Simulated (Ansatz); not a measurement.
C₄H₇BN₂, singlet, at a GFN2-xTB geometry. Base run: R2SCAN/3-21G (Ansatz, a first-principles code).

Input for Ansatz:
Ansatz 0.2 input:
```yaml
crystal:
  periodic: [false, false, false]
  atoms:
    - {symbol: N, position_ang: [-2.79872885, 0.68789285, 0.67014290]}
    - {symbol: C, position_ang: [-1.89780198, 0.18362737, 0.17414320]}
    - {symbol: C, position_ang: [-0.74259252, -0.41875288, -0.41803720]}
    - {symbol: C, position_ang: [0.27713910, 0.60372441, -0.99892108]}
    - {symbol: B, position_ang: [1.36801075, -0.05363044, -0.04750431]}
    - {symbol: N, position_ang: [2.72439461, 0.10039212, 0.11072276]}
    - {symbol: C, position_ang: [0.27048721, -0.99453731, 0.61389313]}
    - {symbol: H, position_ang: [-1.06312774, -1.15996706, -1.15388540]}
    - {symbol: H, position_ang: [0.39048593, 0.53216144, -2.07956089]}
    - {symbol: H, position_ang: [-0.00364615, 1.63212613, -0.77155482]}
    - {symbol: H, position_ang: [3.27602646, 0.75725216, -0.41622991]}
    - {symbol: H, position_ang: [3.27111494, -0.42285023, 0.77461754]}
    - {symbol: H, position_ang: [-0.01358830, -0.75669442, 1.63901640]}
    - {symbol: H, position_ang: [0.37962989, -2.07624016, 0.55259071]}
basis:
  gaussian:
    orbitals: 3-21G.json
hamiltonian:
  xc: r2scan
```
The basis file holds 3-21G in the JSON format of the Basis Set Exchange.

The base run was repeated with changes; each row names its change, and settings that it needs were set with it.

```json
[
 {"change": "base", "ΔE vs base (µEh)": "0.0"},
 {"change": "point_charge = charge:-1.0 position_ang:-3.2157, -3.8974, -3.726", "ΔE vs base (µEh)": "-1943"},
 {"change": "lower_state_search = full", "ΔE vs base (µEh)": "0.0"},
 {"change": "final_grid = 14, 28, 59", "ΔE vs base (µEh)": "8.8"},
 {"change": "lower_state_search = light", "ΔE vs base (µEh)": "0.0"},
 {"change": "final_grid = 10, 20, 41", "ΔE vs base (µEh)": "55.8"},
 {"change": "lower_state_search = off", "ΔE vs base (µEh)": "0.0"},
 {"change": "fitting.mean_field = cc-pVTZ-JKFIT", "ΔE vs base (µEh)": "(withheld)"},
 {"change": "final_grid = 4, 8, 17", "ΔE vs base (µEh)": "-4938"},
 {"change": "point_charge = charge:0.5 position_ang:5.3246, 2.3605, 3.0936", "ΔE vs base (µEh)": "4701"},
 {"change": "final_grid = 6, 12, 29", "ΔE vs base (µEh)": "(withheld)"}
]
```

Question: Complete the blanks.

Answer: 
- fitting.mean_field = cc-pVTZ-JKFIT, ΔE vs base (µEh): -158
- final_grid = 6, 12, 29, ΔE vs base (µEh): 881
